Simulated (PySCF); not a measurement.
Compound: C₁₁H₈O.
Bonds: C1–C2 (triple), C2–C3, C3–C4 (triple), C4–C5, C5–C6 (aromatic), C6–C7 (aromatic), C7–C8 (aromatic), C8–C9 (aromatic), C9–O10, O10–C11, C9–C12 (aromatic), C5–C12 (aromatic). Hydrogens: H13 on C1; H14 on C6; H15 on C7; H16 on C8; H17, H18, H19 on C11; H20 on C12.

Computed geometry: GFN2-xTB, gas phase.

(1) List the bond lengths, angles and torsions at this level.

Results:

(1) 
```
                     bond  length (Å)     order
                    C1≡C2       1.205    triple
                    C2–C3       1.356    single
                    C3≡C4       1.212    triple
                    C4–C5       1.409    single
                    C5–C6       1.394  aromatic
                    C6–C7       1.383  aromatic
                    C7–C8       1.380  aromatic
                    C8–C9       1.398  aromatic
                   C9–O10       1.362    single
                  O10–C11       1.406    single
                   C9–C12       1.387  aromatic
                   C5–C12       1.398  aromatic
                   C1–H13       1.048    single
                   C6–H14       1.080    single
                   C7–H15       1.080    single
                   C8–H16       1.079    single
C11–H17, C11–H18, C11–H19       1.093    single
                  C12–H20       1.079    single
```

Bonds in one row agree within 0.01 Å and their mean is given. Orders are formal, as drawn. A selection of angles:
```
     angle  degrees
  C1–C2–C3    179.9
  C2–C3–C4    179.8
  C3–C4–C5    179.5
  C4–C5–C6    120.0
 C4–C5–C12    119.6
 C6–C5–C12    120.4
  C5–C6–C7    119.3
  C6–C7–C8    120.6
  C7–C8–C9    120.4
 C8–C9–O10    115.4
 C8–C9–C12    119.5
O10–C9–C12    125.1
C9–O10–C11    118.8
 C5–C12–C9    119.7
```

Torsions: C8–C9–O10–C11 180° (antiperiplanar).

The 6-membered ring C5–C6–C7–C8–C9–C12 has internal angles of 119.3° to 120.6° (sum 720°, against 720° for a flat polygon); it is planar, 0.00 Å rms from its mean plane, widest ring torsion 0°. The 10 C–C bonds span 1.205 Å (C1≡C2, drawn triple) to 1.409 Å (C4–C5, drawn single), a spread of 0.204 Å. Of the pairs four or more bonds apart, C11···H20 is among the closest relative to their van der Waals radii: 2.57 Å, 89 % of the sum of Bondi's values. O10 (aryl ether oxygen) is bent (angle 118.8°). The 2 C–O bonds span 1.362 Å (C9–O10, drawn single) to 1.406 Å (O10–C11, drawn single), a spread of 0.044 Å. The 12 heavy atoms lie in one plane (0.001 Å rms).

Point group: Cs (tolerance 0.08 Å). Stationary, but not proved a minimum. The numbers are those of one conformer.
